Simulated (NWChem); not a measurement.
System: BeGeH₃Cl; SMILES [Cl][Be][GeH3]

### Question
Give the equilibrium geometry at PBE0/def2-SVP (NWChem) as a list of bonds and angles, with the point group.

### Answer
point group C3v; any orientation.
Bond lengths (Å): Be1–Cl2 1.821, Be1–Ge3 2.186, Ge3–H4 1.543, Ge3–H5 1.543, Ge3–H6 1.543. Angles (°): Cl2–Be1–Ge3 180.0, Be1–Ge3–H4 112.1, Be1–Ge3–H5 112.1, Be1–Ge3–H6 112.1, H4–Ge3–H5 106.7, H4–Ge3–H6 106.7, H5–Ge3–H6 106.7.
